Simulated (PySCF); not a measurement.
## Electron correlation in P⁺ (phosphorus, charge +1)

[Ne] 3s2 3p2, high-spin 3P determinant. Calculation: PySCF 2.14, in x2c-TZVPPall with one added diffuse shell each of s, p, d type (6s6p4d1f, 51 functions); scalar relativity by spin-free X2C-1e. Frozen: [Ne]; 4 electrons correlated.

```csv
level,correlation energy (mhartree)
CCSD,-82.46
(T),-2.32
CCSD(T),-84.78
```

Diagnostics: T1 = 0.0099, D1 = 0.0251, largest double amplitude 0.102.

Is a single reference adequate?

Mostly. T1 lies below 0.03, but a double amplitude of this size points to a near-degeneracy that CCSD handles and MP2 describes poorly.
